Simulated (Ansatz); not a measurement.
Two isomers of CH4SSeSi: A = `[SiH3]C(S)=[Se]`, B = `[SeH][SiH]1CS1`.

Calculated with Ansatz (gas phase, PBE0-D4/def2-TZVP geometries, no zero-point term in ΔE). CCSD(T)/CBS adds triple-zeta CCSD(T) − MP2 to the extrapolated MP2 energy (def2 sets, frozen cores). DFT in def2-TZVPP. B3LYP here is the variant with VWN-RPA as its local correlation; programs differ in this. For Se outer-core shells are correlated without core-valence functions, which leaves a few kJ/mol of doubt a bond. Scalar relativity is left out up to krypton. Each species was taken in one conformer, which may not be the lowest.

(1) Which isomer does CCSD(T)/CBS put lower? Give the gap. (Estimate.)

(2) Give E(B) − E(A) in kJ/mol with ωB97M-V, PBE-D4, B2PLYP, HF/def2-TZVPP, CCSD(T)/def2-TZVPP, MP2/def2-TZVPP, B3LYP-D4. (Estimate.)

Largest T1 diagnostic: 0.016.

## Answers

(1) The calculation gave: B, by 157.8 kJ/mol.

(2) The calculation gave: ωB97M-V -170.1, PBE-D4 -154.8, B2PLYP -147.8, HF/def2-TZVPP -164.6, CCSD(T)/def2-TZVPP -153.3, MP2/def2-TZVPP -159.5, B3LYP-D4 -143.4. None reverses the order clearly.

In def2-TZVPP, CCSD(T) changes the Hartree–Fock value by +11.3 kJ/mol (the triples alone add +7.4 kJ/mol) and MP2 by +5.0 kJ/mol. From PBE to PBE0 (25 % exact exchange), in def2-TZVPP and without D4, E(B) − E(A) moves by −17.8 kJ/mol.
